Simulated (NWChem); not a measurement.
Species: iminoborane (BNH2); SMILES B=N

All runs: NWChem. Geometry: optimised at PBE0-D3(BJ)/def2-TZVP. B3LYP is NWChem's, with the RPA form of VWN correlation.

Q: Taking B3LYP/def2-QZVP as the yardstick, which of these has the fewest basis functions while keeping “dipole (D)” within 0.2 D of it: B3LYP/pcseg-2; B3LYP/3-21G; B3LYP/pcseg-1; B3LYP/def2-TZVPP; B3LYP/aug-pcseg-1?

A: B3LYP/pcseg-1.
| level | basis functions | dipole (D) |
|---|---|---|
| B3LYP/3-21G | 22 | 0.62 |
| B3LYP/pcseg-1 | 38 | 0.16 |
| B3LYP/aug-pcseg-1 | 64 | 0.06 |
| B3LYP/pcseg-2 | 88 | 0.02 |
| B3LYP/def2-TZVPP | 90 | 0.01 |
| B3LYP/def2-QZVP | 174 | 0.04 |

The yardstick is one finite set, not the basis-set limit.
